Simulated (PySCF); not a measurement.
# TDDFT excited states: CH2BF3O

CH2BF3O.
Geometry (PBE0-D3(BJ)/def2-SVP, Å), atoms numbered from 1 in this order:
```
atom  x, y, z in Å
F1     1.2701   -1.0236   -0.5647
B2     1.2624    0.2202   -0.1137
O3     0.1591    0.7008    0.5100
C4    -0.9551   -0.0642    0.7417
F5    -0.8042   -0.7166    1.9009
F6    -1.9947    0.7584    0.8557
H7     2.2150    0.9340   -0.2613
H8    -1.1445   -0.7972   -0.0601
```

Computed with TDDFT PBE0/def2-SVPD, vertical, gas phase, core orbitals frozen in the response (PySCF).

```json
{"state": "S1", "λ (nm)": "145.9", "E (eV)": "8.50", "f": "0.028", "main configurations (H = HOMO, L = LUMO)": "H→L (94%)"}
{"state": "S2", "λ (nm)": "139.0", "E (eV)": "8.92", "f": "0.010", "main configurations (H = HOMO, L = LUMO)": "H-2→L (85%)"}
{"state": "S3", "λ (nm)": "131.4", "E (eV)": "9.44", "f": "0.131", "main configurations (H = HOMO, L = LUMO)": "H-1→L (82%)"}
{"state": "S4", "λ (nm)": "124.9", "E (eV)": "9.93", "f": "0.0020", "main configurations (H = HOMO, L = LUMO)": "H→L+1 (93%)"}
{"state": "S5", "λ (nm)": "120.0", "E (eV)": "10.33", "f": "0.028", "main configurations (H = HOMO, L = LUMO)": "H-3→L (87%)"}
{"state": "S6", "λ (nm)": "119.2", "E (eV)": "10.40", "f": "0.0096", "main configurations (H = HOMO, L = LUMO)": "H-1→L+1 (93%)"}
{"state": "S7", "λ (nm)": "117.0", "E (eV)": "10.60", "f": "0.012", "main configurations (H = HOMO, L = LUMO)": "H-2→L+1 (89%)"}
{"state": "S8", "λ (nm)": "115.3", "E (eV)": "10.76", "f": "0.0008", "main configurations (H = HOMO, L = LUMO)": "H-4→L (86%)"}
{"state": "S9", "λ (nm)": "114.9", "E (eV)": "10.79", "f": "0.034", "main configurations (H = HOMO, L = LUMO)": "H→L+2 (80%)"}
{"state": "S10", "λ (nm)": "111.9", "E (eV)": "11.08", "f": "0.0060", "main configurations (H = HOMO, L = LUMO)": "H→L+3 (80%), H→L+4 (11%)"}
```

Triplets (Tamm–Dancoff): T1 7.52 eV, H→L (68%), H-2→L (17%); T2 8.12 eV, H-1→L (85%); T3 8.64 eV, H-2→L (78%), H→L (14%); T4 9.60 eV, H→L+1 (82%).

The lowest singlet lies at 8.50 eV (146 nm, vacuum ultraviolet) and is weak; its leading configuration is HOMO→LUMO (94%). The strongest level in the table is S3 at 9.44 eV (131 nm, f = 0.131). Löwdin shares by element: HOMO oxygen 25%, boron 13%, carbon 13%, hydrogen 12% or more (atoms not listed hold the other 37%); LUMO boron 46%, oxygen 20%, fluorine 16% or more, hydrogen 13% or more. Of the 10 states listed, 6 reach f = 0.01 and none stays under 0.0005. The oscillator strengths of these states sum to 0.261; summed over the whole spectrum of an exact calculation they would give the number of electrons, 48 (Thomas–Reiche–Kuhn). The listed states span 2.58 eV, and the widest gap between neighbours is 0.52 eV (S2 to S3). No computed singlet lies in the visible range (380 to 750 nm); the lowest, at 146 nm, stands 5.24 eV above its violet end (3.26 eV). The vertical ionisation energy (ΔSCF) is 12.96 eV, 1.88 eV above S10. Singlets were solved by full linear response, triplets in the Tamm–Dancoff approximation.

Hardware: one thread, x86-64 server, no GPU, shared host. Cost: 62 s of wall time.

One conformer stands for the species.
